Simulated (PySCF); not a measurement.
MoF₃, quartet: molecular constants

Computed with UB3LYP in PySCF with Mo def2-SVP with ECP28, F def2-SVP; scalar-relativistic core potentials, no spin–orbit coupling; density-fitted integrals.

The structure is a minimum.

Coordinates in bohr (charge 0 multiplicity 4):
```
Mo    0.0000    0.0000    0.0000
F     3.5117    0.0000    0.0000
F    -1.7559    3.0412    0.0000
F    -1.7558   -3.0412    0.0000
```

```json
{
 "Point group": "D3h",
 "Bond lengths": "Mo–F 1.858 Å (×3)",
 "Bond angles": "F–Mo–F 120.0° (×3)",
 "Spin squared ⟨S²⟩": "3.756",
 "Rotational constants": "0.1713, 0.1713, 0.08565 cm⁻¹",
 "Highest occupied level (α)": "-6.86 eV",
 "Principal polarisabilities": "29.1, 30.5, 30.5 bohr³",
 "Lowest empty level (β)": "-3.22 eV",
 "Entropy at 298.15 K and 1 bar (electronic part: spin only)": "314.1 J/(mol K)",
 "Dipole moment": "0.00 D",
 "Principal quadrupole moments (Buckingham, traceless) about the centre of mass": "-3.43, -3.43, 6.85 D Å",
 "Atomisation energy without zero-point energy": "1553 kJ/mol",
 "Heat capacity Cp at 298.15 K": "67.5 J/(mol K)",
 "Enthalpy at 298.15 K above 0 K": "15.84 kJ/mol",
 "Zero-point energy": "15.3 kJ/mol",
 "Rotational symmetry number": "6"
}
```

Harmonic modes (masses in u: Mo 97.905, F 18.998):
| symmetry | ω (cm⁻¹) | IR (km/mol, summed over degenerate members) |
| --- | --- | --- |
| a2'' | 144 | 16.0 |
| e' | 156 | 17.1 |
| a1' | 677 | 0.0 |
| e' | 714 | 333 |

In D3h the vibrations span a2'' + 2e' + a1'. The a1' mode carries no infrared intensity, as symmetry demands.

Charges (e):
```csv
atom,Mulliken,Löwdin,polar tensor,spin (Mulliken),Mayer order to Mo1
Mo1,1.07,0.47,1.81,2.88,–
"F2,3,4",-0.36,-0.16,-0.60,0.04,1.07
```

Mulliken populations on Mo1 (electrons outside its core potential): s 2.39, p 6.31, d 4.18, f 0.05.

Formally Mo is in oxidation state +3, d3, with 3 unpaired electrons (the high-spin count). The Mulliken spin on Mo is 2.88. The polar-tensor charge on Mo, 1.81, is below the formal one.

Only a few start shapes were tried, so a lower isomer may exist. With open d or f shells other occupations or spin states may lie lower.

The final relaxation and frequency run took about 2.1 core-minutes on a shared host.
